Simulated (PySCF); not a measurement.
Cost of one run: shielding job, C3H10B2N2.

Method: GIAO PBE0/pcSseg-1 NMR shielding, non-relativistic, gas phase (PySCF 2.14.0, density-fitted response routines). Geometry: GFN2-xTB. Work: shieldings, charges and field gradients, density fitting. The input is one job of a driver script: a line of settings, then coordinates in Å.

Command:
```bash
OMP_NUM_THREADS=1 python probes_run.py task.json out
```

Input:
```
{"job": {"kind": "nmr", "xc": "PBE0", "basis": "pcSseg-1"}, "charge": 0, "multiplicity": 1}
B     -1.281109    -1.428455     0.133013
N     -0.450810    -0.738588    -0.979379
B     -0.142803     0.155696     0.252476
C     -0.693658     1.658882     0.106056
C      1.404201    -0.020955     0.757626
C      2.295415     0.166382    -0.346624
N      2.958555     0.289750    -1.273331
H     -0.927703    -0.531615     1.091350
H     -0.849786    -2.470186     0.469611
H     -2.443533    -1.321298    -0.007295
H     -0.969625    -0.300657    -1.729054
H      0.325605    -1.254290    -1.374392
H     -0.116227     2.213303    -0.633250
H     -1.735107     1.689004    -0.208932
H     -0.627976     2.219743     1.036128
H      1.587771    -1.019192     1.163587
H      1.659790     0.704505     1.532503
```

Hardware: Arm Neoverse N1, one thread, on a shared host. PySCF's memory limit was set to 1200 MB.

Question: How large is the basis?

Answer: 169 functions for 52 electrons, with 857 fitting functions; the fitted three-index integrals, 857 × 169 × 170/2 numbers of 8 bytes, come to 94 MiB.

Question: How long does the run take?

Answer: About 40 s. The SCF took 14 cycles.

Question: Estimate the peak memory.

Answer: About 0.75 GiB. Peak memory is the resident size of the whole Python process, interpreter and libraries included.

The SCF part of the output:
```
coarse grid: 13760 points
cycle   1  E = -279.1024965674  dE =  7.698e-01  |g| = 5.367e-01  |ddm| = 3.579e+00
cycle   2  E = -279.0054184708  dE =  9.708e-02  |g| = 8.770e-01  |ddm| = 1.240e+00
cycle   3  E = -279.1693052277  dE = -1.639e-01  |g| = 2.095e-01  |ddm| = 7.723e-01
cycle   4  E = -279.1790387865  dE = -9.734e-03  |g| = 4.117e-02  |ddm| = 1.659e-01
cycle   5  E = -279.1794123912  dE = -3.736e-04  |g| = 1.128e-02  |ddm| = 4.672e-02
cycle   6  E = -279.1794456420  dE = -3.325e-05  |g| = 2.058e-03  |ddm| = 1.193e-02
cycle   7  E = -279.1794464253  dE = -7.834e-07  |g| = 7.384e-04  |ddm| = 1.731e-03
final grid: 131744 points
cycle   8  E = -279.2105421993  dE = -5.517e-05  |g| = 8.294e-03  |ddm| = 3.551e-02
cycle   9  E = -279.2105380833  dE =  4.116e-06  |g| = 9.488e-03  |ddm| = 1.450e-02
cycle  10  E = -279.2105591209  dE = -2.104e-05  |g| = 9.155e-04  |ddm| = 7.581e-03
cycle  11  E = -279.2105592912  dE = -1.702e-07  |g| = 3.238e-04  |ddm| = 8.848e-04
cycle  12  E = -279.2105593049  dE = -1.370e-08  |g| = 1.953e-04  |ddm| = 3.170e-04
cycle  13  E = -279.2105593130  dE = -8.073e-09  |g| = 3.609e-05  |ddm| = 1.391e-04
cycle  14  E = -279.2105593132  dE = -2.922e-10  |g| = 5.935e-06  |ddm| = 3.246e-05
converged SCF energy = -279.2105593132
```

On the final grid dE counts from the start density on that grid.

The host was shared with other jobs, so the times are rough.
